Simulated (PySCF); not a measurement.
Computed shifts of a molecule Cl₂H₄OSi₂, PBE0/pcSseg-1 in PySCF, GIAO, gas phase, equivalent atoms averaged, in ppm (number of nuclei): ²⁹Si: 19.5 (1), -98.8 (1). ¹H: 3.91 (3), 3.17 (1). References: ¹⁷O against H2O (σ = 334.2 ppm); ²⁹Si against TMS (σ = 352.7 ppm); ³⁵Cl against HCl (σ = 945.9 ppm); ¹H against TMS (σ = 31.56 ppm), references at their B3LYP-D3(BJ)/def2-TZVP geometries, non-relativistic (without spin–orbit terms, shifts of atoms bonded to Cl or Br come out too high). Coordinates come from a r2SCAN-D4/def2-SVP optimisation. Other conformers were not sampled.

Task: Pick the molecule that these values belong to.
A) [SiH3]O[SiH](Cl)Cl
B) O[Si]([SiH3])(Cl)Cl
C) O[Si@@H](Cl)[SiH2]Cl
D) O[SiH2][SiH](Cl)Cl

Result: B, O[Si]([SiH3])(Cl)Cl
